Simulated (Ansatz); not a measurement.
A structure relaxed at r2SCAN-D4/def2-SVP in Ansatz, charge 0, singlet:

```xyz
16

Rb    4.2865    2.6025    1.6126
Cl    2.6886   -0.0055    0.7936
Rb    1.0170   -2.6159   -0.0467
Cl   -0.7259   -5.1423   -0.8970
Cl    3.1296    4.1538   -0.8524
Rb    1.4870    1.5863   -1.7759
Cl   -0.2010   -1.0174   -2.6043
Rb   -1.8819   -3.5914   -3.3628
Cl    1.8835    3.5941    3.3630
Rb    0.1892    1.0034    2.6145
Cl   -1.4902   -1.5964    1.7573
Rb   -3.1283   -4.1512    0.8545
Rb    0.7231    5.1402    0.8962
Cl   -0.9968    2.6191    0.0527
Rb   -2.6927    0.0261   -0.7925
Cl   -4.2878   -2.6055   -1.6130
```

Problem. Give its formula and point group.

Solution. Rb₈Cl₈ (started as a model of: 2x2x4 RbCl rock-salt block). Point group D2d (tolerance 0.1 Å).

Problem. Summarise the bond lengths by kind (pairs closer than 1.2 times the sum of covalent radii, bridged metal pairs left out).

Solution. 28 × Cl–Rb 3.13 to 3.25 Å.

In the def2 sets Rb takes a core potential; there is no spin–orbit coupling.
